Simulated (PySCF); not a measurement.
A geometry optimisation on Cu2I4.

Computed with PBE0-D3(BJ)/def2-SVP geometry optimisation, gas phase, def2 core potentials past Kr (PySCF 2.14.0). Start geometry: GFN2-xTB. A driver script takes a list of jobs; this job's settings line and coordinates (Å) are shown.

Command:
```bash
OMP_NUM_THREADS=1 python probes_run.py task.json out
```

Input:
```
{"job": {"xc": "PBE0", "basis": "def2-SVP", "d3": "d3bj", "grid": 1, "maxiter": 40, "shake": 0.03, "kind": "geom"}, "charge": 0, "multiplicity": 3}
Cu    -1.179200    -1.180480    -0.520680
I     -3.423720    -2.335530    -0.511160
I      1.082170    -0.708270    -1.399110
Cu     1.326050     1.139860     0.488170
I      3.464400     2.163560     0.621710
I     -1.206570     0.824830     1.251790
```

Q: What does the run print?

A: 
```
step   0  E = -4471.14856493  max force = 0.019862
step   1  E = -4471.15310784  max force = 0.007742
step   2  E = -4471.15389253  max force = 0.002475
step   3  E = -4471.15413351  max force = 0.002050
step   4  E = -4471.15446316  max force = 0.001819
step   5  E = -4471.15463735  max force = 0.001649
step   6  E = -4471.15477547  max force = 0.000625
step   7  E = -4471.15487272  max force = 0.000702
step   8  E = -4471.15490910  max force = 0.001728
step   9  E = -4471.15497671  max force = 0.001220
step  10  E = -4471.15504538  max force = 0.000692
step  11  E = -4471.15510921  max force = 0.000746
step  12  E = -4471.15514778  max force = 0.000427
step  13  E = -4471.15513565  max force = 0.000393
step  14  E = -4471.15517557  max force = 0.000264
step  15  E = -4471.15518625  max force = 0.000130
optimisation converged
```

Energies in Eh; «max force» is the largest Cartesian gradient component in Eh/bohr.

Q: How much energy does the optimisation release, in kcal/mol?

A: E(step 0) − E(last step) = 0.006621 Eh, which is 4.2 kcal/mol.

Q: At which steps does the energy rise by more than 1e-5 Eh?

A: At step 13 (+0.01 mEh).

Summary of the converged run: final energy -4471.15519 Eh after 15 steps; dipole 0.01 D.

Q: Where do the atoms end?

A: 0.355 Å rms from the input after alignment:
```
atom  x, y, z in Å
Cu1   -0.9067   -1.0014   -0.4891
I2    -3.0314   -2.1951   -0.4599
I3     1.4074   -0.6540   -1.4849
Cu4    0.9268    0.9720    0.4608
I5     3.0536    2.1606    0.4443
I6    -1.3864    0.6219    1.4596
```

Time: 22 min of wall time; peak memory 1.2 GiB. Hardware: Arm Neoverse V1, one thread, on a shared host.
Labels such as C1 count atoms from 1, the log's own numbers from 0.
